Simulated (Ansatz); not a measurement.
Cartesian coordinates in Å:
```
C 0.141 2.445 0.487
S -1.400 1.562 0.717
C -1.070 -0.129 0.561
C -2.069 -0.925 1.349
C -0.082 -0.761 -0.110
C 0.825 -0.255 -1.139
C 1.962 -1.180 -1.502
O 0.668 0.796 -1.730
H -0.022 3.416 0.957
H 0.945 1.924 1.007
H 0.391 2.553 -0.565
H -2.028 -1.980 1.080
H -3.082 -0.559 1.159
H -1.889 -0.818 2.422
H -0.007 -1.831 0.070
H 1.570 -2.134 -1.865
H 2.575 -0.723 -2.276
H 2.573 -1.400 -0.622
```

Charge 0, multiplicity 1.

(1) List the B3LYP/def2-TZVPP orbital energies in eV (Ansatz). (Best estimate.)

Results:

(1) The calculation gave: Occupied: -2418.26, -519.82, -279.01, -278.35, -277.35, -277.14, -276.85, -276.74, -216.23, -160.80, -160.69, -160.59, -28.16, -23.11, -21.15, -20.50, -19.20, -17.99, -15.90, -13.81, -13.15, -12.77, -12.24, -11.99, -11.75, -11.58, -11.29, -11.00, -10.51, -10.09, -9.82, -9.02, -7.98, -6.79, -6.32. Lowest empty: -1.61, 0.65, 0.91, 1.11, 1.57, 1.72, 2.32, 2.41.

B3LYP here is the variant with VWN-RPA as its local correlation; programs differ in this.
